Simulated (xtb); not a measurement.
xtb input (GFN1-xTB):

```bash
xtb mol.xyz --gfn 1 --sp --chrg 0 --uhf 0
```
mol.xyz:
```
9

C     -0.73835824     0.94055446    -0.00180114
C     -1.07747002    -0.42740215     0.05139294
N      0.00043692    -1.20194698     0.03605835
N      1.02990488    -0.33981622    -0.02666397
C      0.63747667     0.95562298    -0.05149796
H     -1.39836713     1.79005718    -0.00367387
H     -2.05658913    -0.87574710     0.09989422
H      1.96751775    -0.70002008    -0.04941269
H      1.34515549     1.76540063    -0.10113137
```

End of the output:

```
         :::::::::::::::::::::::::::::::::::::::::::::::::::::
         ::                     SUMMARY                     ::
         :::::::::::::::::::::::::::::::::::::::::::::::::::::
         :: total energy             -14.849158169434 Eh    ::
         :: gradient norm              0.022353410164 Eh/a0 ::
         :: HOMO-LUMO gap              4.775290164381 eV    ::
         ::.................................................::
         :: SCC energy               -15.042470029919 Eh    ::
         :: -> electrostatic           0.016207284052 Eh    ::
         :: repulsion energy           0.196036052779 Eh    ::
         :: dispersion energy         -0.002724192294 Eh    ::
         :: halogen bond corr.         0.000000000000 Eh    ::
         :: add. restraining           0.000000000000 Eh    ::
         :: total charge              -0.000000000000 e     ::
         :::::::::::::::::::::::::::::::::::::::::::::::::::::

           -------------------------------------------------
          |                Property Printout                |
           -------------------------------------------------

    * Orbital Energies and Occupations

         #    Occupation            Energy/Eh            Energy/eV
      -------------------------------------------------------------
         1        2.0000           -0.8164663             -22.2172
         2        2.0000           -0.7170415             -19.5117
         3        2.0000           -0.6595661             -17.9477
         4        2.0000           -0.6073233             -16.5261
         5        2.0000           -0.6008161             -16.3490
         6        2.0000           -0.5876361             -15.9904
         7        2.0000           -0.5359518             -14.5840
         8        2.0000           -0.5194449             -14.1348
         9        2.0000           -0.5144411             -13.9987
        10        2.0000           -0.4942565             -13.4494
        11        2.0000           -0.4378848             -11.9155
        12        2.0000           -0.4242440             -11.5443
        13        2.0000           -0.4192989             -11.4097 (HOMO)
        14                         -0.2438102              -6.6344 (LUMO)
        15                         -0.1888614              -5.1392
        16                         -0.1220123              -3.3201
        17                         -0.1028534              -2.7988
Note: The following floating-point exceptions are signalling: IEEE_DENORMAL
normal termination of xtb
        18                         -0.0842392              -2.2923
        19                         -0.0776128              -2.1120
        20                          0.1088453               2.9618
        21                          0.2186210               5.9490
        22                          0.2205338               6.0010
        23                          0.2720611               7.4032
        24                          0.3042106               8.2780
       ...                                ...                  ...
        28                          0.6978735              18.9901
      -------------------------------------------------------------
                  HL-Gap            0.1754887 Eh            4.7753 eV
             Fermi-level           -0.3315546 Eh           -9.0221 eV

  Mulliken/CM5 charges         n(s)   n(p)   n(d)
     1C    -0.10282 -0.14124   1.050  3.053  0.000
     2C     0.09967  0.13541   1.023  2.877  0.000
     3N    -0.26175 -0.38321   1.571  3.691  0.000
     4N    -0.10224 -0.39415   1.399  3.703  0.000
     5C     0.06461  0.08839   1.018  2.917  0.000
     6H     0.03162  0.08833   0.968  0.000  0.000
     7H     0.02037  0.08639   0.980  0.000  0.000
     8H     0.22051  0.42550   0.779  0.000  0.000
     9H     0.03003  0.09458   0.970  0.000  0.000

Wiberg/Mayer (AO) data.
largest (>0.10) Wiberg bond orders for each atom

 ---------------------------------------------------------------------------
     #   Z sym  total        # sym  WBO       # sym  WBO       # sym  WBO
 ---------------------------------------------------------------------------
     1   6 C    3.981 --     5 C    1.518     2 C    1.361     6 H    0.980
     2   6 C    3.967 --     3 N    1.521     1 C    1.361     7 H    0.978
     3   7 N    2.961 --     2 C    1.521     4 N    1.192     5 C    0.157
     4   7 N    3.535 --     5 C    1.256     3 N    1.192     8 H    0.914
     5   6 C    3.939 --     1 C    1.518     4 N    1.256     9 H    0.976
                             3 N    0.157
     6   1 H    1.000 --     1 C    0.980
     7   1 H    1.010 --     2 C    0.978
     8   1 H    0.968 --     4 N    0.914
     9   1 H    0.999 --     5 C    0.976
 ---------------------------------------------------------------------------

Topologies differ in total number of bonds
Writing topology from bond orders to xtbtopo.mol

 dipole moment from electron density (au)
     X       Y       Z
   0.7993   0.6707  -0.0487  total (Debye):    2.655

           -------------------------------------------------
          | TOTAL ENERGY              -14.849158169434 Eh   |
          | GRADIENT NORM               0.022353410164 Eh/α |
          | HOMO-LUMO GAP               4.775290164381 eV   |
           -------------------------------------------------

------------------------------------------------------------------------
------------------------------------------------------------------------
 total:
 SCF:
```
